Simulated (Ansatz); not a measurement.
An input meant for Ga6P4F6 (charge 0, singlet; atoms displaced at random, 0.03 Å in each coordinate).

```yaml
crystal:
  periodic: [false, false, false]
  atoms:
    - {symbol: P, position_ang: [0.409575, 0.703705, -0.187178]}
    - {symbol: P, position_ang: [0.684513, -0.841938, -1.852804]}
    - {symbol: P, position_ang: [-0.939379, -0.535677, 1.177834]}
    - {symbol: P, position_ang: [2.220368, 1.097334, 1.185579]}
    - {symbol: Ga, position_ang: [-3.140822, -0.487783, -0.609608]}
    - {symbol: Ga, position_ang: [0.594332, -2.244532, 0.123547]}
    - {symbol: Ga, position_ang: [-2.023184, 1.557437, -3.409777]}
    - {symbol: Ga, position_ang: [-1.142195, 2.973647, -0.344586]}
    - {symbol: Ga, position_ang: [2.609428, -1.305314, 0.999097]}
    - {symbol: Ga, position_ang: [0.660779, 0.327317, 2.705399]}
    - {symbol: F, position_ang: [-2.707256, 1.460911, -1.227753]}
    - {symbol: F, position_ang: [-0.150580, -3.871577, 0.164470]}
    - {symbol: h, position_ang: [-0.976112, -0.491524, -2.307117]}
    - {symbol: F, position_ang: [-0.920567, 2.904356, -2.451041]}
    - {symbol: F, position_ang: [4.314499, -1.772369, 1.524087]}
    - {symbol: F, position_ang: [0.586677, 0.422537, 4.477640]}
basis:
  gaussian: {orbitals: def2-TZVP, fitting: {mean_field: def2-universal-jkfit}}
hamiltonian: {xc: {name: BHLYP}}
output: {forces: true}
```

```sh
$ ansatz run in.yaml --threads 2 --pin off --events-out ev --progress --plain --max-ram 32768MiB --backend cpu
```

Q: Predict how Ansatz answers.

A: The program refused the input. An element symbol is wrong.
```
Error: YAML parse error: error: line 16 column 16: `h` is not an element symbol (H … Og, case-exact)
14 |     - {symbol: F, position_ang: [-2.707256, 1.460911, -1.227753]}
15 |     - {symbol: F, position_ang: [-0.150580, -3.871577, 0.164470]}
16 |     - {symbol: h, position_ang: [-0.976112, -0.491524, -2.307117]}
17 |     - {symbol: F, position_ang: [-0.920567, 2.904356, -2.451041]}
18 |     - {symbol: F, position_ang: [4.314499, -1.772369, 1.524087]}
```
